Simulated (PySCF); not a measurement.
CH₆GeO, SMILES O[CH2][GeH3] at its PBE0/def2-SVP optimised geometry (Å):

```
9

O      1.6163    -0.8402     0.0000
C      0.2118    -0.8402     0.0000
Ge    -0.3826     1.0344     0.0000
H      1.9247    -1.7521     0.0016
H     -0.2192    -1.3411    -0.8900
H     -0.2191    -1.3407     0.8902
H      0.1399     1.7484     1.2588
H     -1.9247     1.0795    -0.0072
H      0.1520     1.7521    -1.2516
```

Calculation: PBE0/def2-TZVP run with PySCF 2.14.0.

Map of the electron localisation function on the plane z = 0.6 Å:

```
|00000000000000000000000000000|
|00000000000000000000000000000|
|00000000000000000000000000000|
|00000000000001111000000000000|
|00000000000123554210000000000|
|00000111001246777521000000000|
|00003665311357898742000000000|
|00048998642357899862000000000|
|00179999964323788862000000000|
|00399999974111267741000000000|
|00499999983122125420000000000|
|00499999983122123200000000000|
|00289999973111133100001000000|
|00169999853223453000344310000|
|00026776321356773114776520000|
|00001221001257763247887631000|
|00000000000257764368998531000|
|00000000001589974478987420000|
|00000000004899985357876310000|
|00000000015899995236775200000|
|00000000015899983114776310000|
|00000000014789862003777410000|
|00000000002467640002676420000|
|00000000000123210000455310000|
|00000000000000000000122100000|
|00000000000000000000000000000|
|00000000000000000000000000000|
|00000000000000000000000000000|
|00000000000000000000000000000|
```
Scale: ten equal steps from 0.000 (start of '0') to 0.998 (end of '9'), in the order '0123456789'; x runs from -4.00 to 4.00, y from -4.00 (bottom) to 4.00 (top).
